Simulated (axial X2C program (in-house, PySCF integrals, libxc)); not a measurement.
Low determinants of LiDy at the PBE0 level, spin-free

Computed with an in-house all-electron X2C program for linear molecules (integrals from PySCF). Spin-free means the one-electron spin-free X2C Hamiltonian. Basis: Dy dyall-cv3z [13s13p10d7f3g], Li dyall-cv3z [7s8p2d] (cores contracted in-house); Gaussian nuclei, density fitting, unrestricted open shells. Masses: Dy 163.929 u, Li 7.016 u.

Search at 3.577 Å (vertical energies from the lowest determinant):

```tsv
ΔE (eV)	state	electrons beyond evenly filled partner blocks	electrons in σ, π, δ, φ
0.00	M_S = 5/2, Λ = 3	2 × σα, δ+α, δ-α, φ+α, φ+β, φ-α	28 28 10 3
0.03	M_S = 3/2, Λ = 3	δ+α, δ-α, φ+α, φ+β, φ-α	28 28 10 3
0.05	M_S = 5/2, Λ = 5	σα, π+α, π-α, δ+α, δ+β, δ-α, φ+α, φ+β, φ-α	29 26 11 3
0.08	M_S = 3/2, Λ = 5	σβ, π+α, π-α, δ+α, δ+β, δ-α, φ+α, φ+β, φ-α	29 26 11 3
0.34	M_S = 5/2, Λ = 6	2 × σα, π+α, π+β, π-α, δ+α, δ+β, δ-α, φ+α, φ+β, φ-α	28 27 11 3
0.94	M_S = 5/2, Λ = 4	σα, π+α, δ+α, δ-α, φ+α, φ+β, φ-α	27 29 10 3
0.94	M_S = 5/2, Λ = 2	σα, π-α, δ+α, δ-α, φ+α, φ+β, φ-α	27 29 10 3
```

Lowest determinant, M_S = 5/2, Λ = 3 (beyond evenly filled blocks: 2 × σα, δ+α, δ-α, φ+α, φ+β, φ-α): Re = 3.566 Å, ωe = 168.1 cm⁻¹.

The determinant in row 2 of the search, M_S = 3/2, Λ = 3 (beyond evenly filled blocks: δ+α, δ-α, φ+α, φ+β, φ-α), was followed along the bond at PBE0; measured from the minimum of the lowest determinant it gives:

Te = 0.028 eV (229 cm⁻¹), Re = 3.595 Å, ωe = 161.3 cm⁻¹.

The determinant in row 3 of the search, M_S = 5/2, Λ = 5 (beyond evenly filled blocks: σα, π+α, π-α, δ+α, δ+β, δ-α, φ+α, φ+β, φ-α), was followed along the bond at PBE0; measured from the minimum of the lowest determinant it gives:

Te = 0.049 eV (394 cm⁻¹), Re = 3.562 Å, ωe = 171.3 cm⁻¹.

(1) Compare the bond of the determinant in row 2 with that of the lowest one.

The search compares states at one distance, so a state with another bond length can lie lower; it is not exhaustive and yields mostly the lowest determinant of each block pattern, so other components and higher states of one pattern are missing. These are energies of single determinants, not of spin-adapted states; PBE0 term energies can be off by some tenths of an eV, and the functional has no current term. The lowest determinant need not be the ground state where others lie within half an eV. Spin–orbit coupling is large for these atoms, so the spin-free order is a model. Row 2 is spin-contaminated (⟨S²⟩ = 4.77 against 3.75), so its values are not those of a pure state.

Results:

(1) At PBE0 its Re is 0.029 Å longer and its force constant, which goes as ωe², is 0.92 times that of the lowest determinant. This determinant mixes spin states, so it has no term energy of its own.
